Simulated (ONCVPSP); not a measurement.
**Ti: variants of one ONCV potential**

Base potential:

| Item | Value |
| --- | --- |
| Element | titanium |
| Generator | ONCVPSP 4.0.1 |
| Type | optimised norm-conserving Vanderbilt (ONCV) |
| Functional | LDA (Perdew-Wang 92) |
| Relativity | scalar-relativistic |
| Frozen core | [Ne] |
| Valence charge | 12 |
| Reference configuration | 3s2 3p6 3d2 4s1.75 4p0.25 |
| Partial waves | 3s+4s: rc 1.75 bohr, ncon 4, nbas 7, qcut 7.8 1/bohr, 2 projectors; 3p+4p: rc 1.85 bohr, ncon 4, nbas 9, qcut 6.5 1/bohr, 2 projectors; 3d: rc 2.55 bohr, ncon 4, nbas 8, qcut 6.5 1/bohr, 2 projectors, debl 1.1 Ha |
| Local potential | polynomial inside 1.30 bohr (lpopt 5, dvloc0 6 Ha) |
| Core correction | Teter function, fcfact 4.25, rcfact 1.6 |

Cutoffs, loose and tight: the cutoffs (Ha) at which the residual kinetic energy of the hardest occupied pseudo-wave falls to 1 and 0.1 mHa per electron. They do not see the model core or the augmentation charge, which bear on the density cutoff. Test errors are all-electron minus pseudo excitation energies from the reference, over the configurations 3s2 3p6 3d2 4s2 4p0; 3s2 3p6 3d2 4s1 4p0; 3s2 3p6 3d2 4s0 4p0; 3s2 3p6 3d0 4s0 4p0. A dash means not determined; rows that change the core or the reference have their own tests. The largest error is taken over the tests solved by every variant that gives reliable tests at all: 3s2 3p6 3d2 4s0 4p0; 3s2 3p6 3d2 4s1 4p0; 3s2 3p6 3d2 4s2 4p0.

```csv
change,outcome,"cutoff, loose","cutoff, tight",bound ghosts,GHOST(+) flags above zero,largest test error (meV)
base,generated,17 Ha,22 Ha,none,none,-0.6
d: debl 0.2,generated,17 Ha,22 Ha,none,none,-0.4
d: debl 0.3,generated,17 Ha,22 Ha,none,none,-0.4
d: debl 0.5,generated,17 Ha,22 Ha,none,none,-0.5
d: debl 1.5,generated,17 Ha,22 Ha,none,none,-0.7
d: debl 2.5,generated,17 Ha,22 Ha,none,none,-1.6
d: debl 4.3,generated,17 Ha,22 Ha,none,none,-4.3
```

Reading the sweep of the debl of the d channel (base included, trends over the rows without a ghost): The loose cutoff stays near 17 Ha.
